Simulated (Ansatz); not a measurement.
Input file for Ansatz (an electronic-structure program): R-CCSD(T)/def2-TZVPP on LiS-, 2S+1 = 1, a spin state set in the input, which need not be the lowest, a point of a bond scan (R = 2.042 Å). Charge -1.

Ansatz 0.2 input:
```yaml
crystal:
  periodic: [false, false, false]
  atoms:
    - {symbol: Li, position_ang: [0.00000000, 0.00000000, 0.00000000]}
    - {symbol: S, position_ang: [0.00000000, 0.00000000, 2.04215100]}
basis:
  gaussian:
    orbitals: def2-TZVPP
total_charge: -1
magnetization: {spin_polarized: false}
correlation: {method: ccsd_t, electrons: valence}
output: {orbitals: {seedname: ./end}}
```

The log:

```
WARN ansatz: RAYON_NUM_THREADS=2 ignored (pool sized by the plan → 2); use --threads N
Functional definition: HF
integrals: 0.03 GiB planned
383 factors; integrals over basis functions are off by at most 1.4e-3 eV
mean field: 0.09 GiB planned
mean field evaluation 1: about -11020.1460 eV, gradient 7.2e0 eV
mean field evaluation 2: about -11020.1560 eV, gradient 7.2e0 eV
mean field evaluation 4: about -11020.4297 eV, gradient 1.2e0 eV
mean field evaluation 8: about -11020.4528 eV, gradient 2.6e-2 eV
mean field evaluation 16: about -11020.4185 eV, gradient 1.2e0 eV
mean field evaluation 32: about -11014.9001 eV, gradient 1.6e-3 eV
mean field -11020.45278779 eV, -404.9941700199 hartree, gradient 7.8e-6 eV, S^2 0.000000; 0 other end points of the search recorded, 0 dependent functions left out
5 core orbitals not correlated
reference -11020.45278779 eV, -404.9941700199 hartree; 5, 5 occupied and 51, 51 virtual orbitals, 383 factors
second order -6.26555937 eV of doubles, -0.00000000 eV of singles
coupled cluster: 0.09 GiB planned
cycle   1  -6.54891433 eV  change   -2.8e-1 eV  update   8.3e-2
cycle   2  -6.68086218 eV  change   -1.3e-1 eV  update   3.5e-2
cycle   3  -6.74920917 eV  change   -6.8e-2 eV  update   2.5e-2
cycle   4  -6.75317721 eV  change   -4.0e-3 eV  update   1.4e-2
cycle   5  -6.74525968 eV  change    7.9e-3 eV  update   8.9e-3
cycle   6  -6.74635640 eV  change   -1.1e-3 eV  update   4.6e-3
cycle   7  -6.74763648 eV  change   -1.3e-3 eV  update   2.0e-3
cycle   8  -6.74793767 eV  change   -3.0e-4 eV  update   7.9e-4
cycle   9  -6.74794637 eV  change   -8.7e-6 eV  update   2.3e-4
cycle  10  -6.74794723 eV  change   -8.6e-7 eV  update   8.0e-5
cycle  11  -6.74794480 eV  change    2.4e-6 eV  update   3.0e-5
cycle  12  -6.74795879 eV  change   -1.4e-5 eV  update   1.1e-5
cycle  13  -6.74795866 eV  change    1.3e-7 eV  update   3.1e-6
perturbative correction -0.33709908 eV, -0.0123881628 hartree
Total energy: -11027.53784553 eV, -405.2545410895 hartree
```

The run converged.

Cost: roughly 0.8 core-seconds.
